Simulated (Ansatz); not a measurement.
Cost and result for the atomization energy of CHBFNS (`FC1=NBS1`) (6 atoms, 6 bonds).

Charge 0, multiplicity 1. The geometry is a stationary point of PBE0-D4/def2-TZVP. Program: Ansatz. All runs use 2 threads of an Arm Neoverse N1 on a shared host. Times are those of one run each, without the atoms' runs, and a repeat can differ threefold. Electronic energies, without spin–orbit coupling; frozen cores. CCSD(T)/CBS adds CCSD(T) − MP2 in def2-TZVPP to the MP2 limit, and its time is that of the two runs behind it. T1 = 0.016. B3LYP takes the VWN-RPA correlation (the form of Gaussian; ORCA's B3LYP/G).

CCSD(T)/CBS is a level of theory with its own doubt, some kJ/mol a heavy atom from the limit and from the frozen cores, so smaller differences don't rank the functionals.

| level | functions | wall time | atomization (kJ/mol) | difference from CCSD(T)/CBS | per bond |
| --- | --- | --- | --- | --- | --- |
| revPBE-D4/def2-TZVPP | 180 | 3.1 s | 2493.9 | 83.1 | 13.8 |
| PBE-D4/def2-TZVPP (with forces) | 180 | 3.8 s | 2587.7 | 176.9 | 29.5 |
| CCSD(T)/def2-SVP | 79 | 4.4 s | 2258.0 | -152.8 | -25.5 |
| BHLYP-D4/def2-TZVPP | 180 | 4.5 s | 2292.4 | -118.4 | -19.7 |
| B3LYP-D4/def2-TZVPP (with forces) | 180 | 6.5 s | 2430.7 | 19.9 | 3.3 |
| r2SCAN-D4/def2-TZVPP (with forces) | 180 | 8.5 s | 2464.8 | 54.0 | 9.0 |
| r2SCANh-D4/def2-TZVPP | 180 | 8.5 s | 2430.0 | 19.2 | 2.8 |
| ωB97X-V/def2-TZVPP | 180 | 13 s | 2453.4 | 42.6 | 7.1 |
| B97M-V/def2-TZVPP | 180 | 17 s | 2465.9 | 55.1 | 9.2 |
| ωB97M-V/def2-TZVPP (with forces) | 180 | 18 s | 2460.3 | 49.5 | 8.2 |
| MP2/def2-QZVPP | 328 | 24 s | 2498.1 | 87.3 | 14.5 |
| CCSD(T)/def2-TZVPP | 180 | 98 s | 2325.8 | -85.0 | -14.2 |
| CCSD(T)/CBS(def2) | – | 2 min | 2410.8 | 0.0 | 0.0 |

From r2SCAN to r2SCAN0 (25 % exact exchange), in def2-TZVPP and without D4, the atomization energy moves by −85.2 kJ/mol: exact exchange takes away binding that semilocal exchange gives to molecules. In def2-TZVPP, CCSD(T) changes the Hartree–Fock value by +748.8 kJ/mol (the triples alone add +73.9 kJ/mol) and MP2 by +870.9 kJ/mol; breaking electron pairs costs correlation energy, which Hartree–Fock lacks. The D4 term adds +22.5 kJ/mol with B3LYP and +11.4 kJ/mol with PBE0; it sums over pairs of atoms, weighted by their polarisabilities, and B3LYP, whose exchange is more repulsive, gets the larger term.
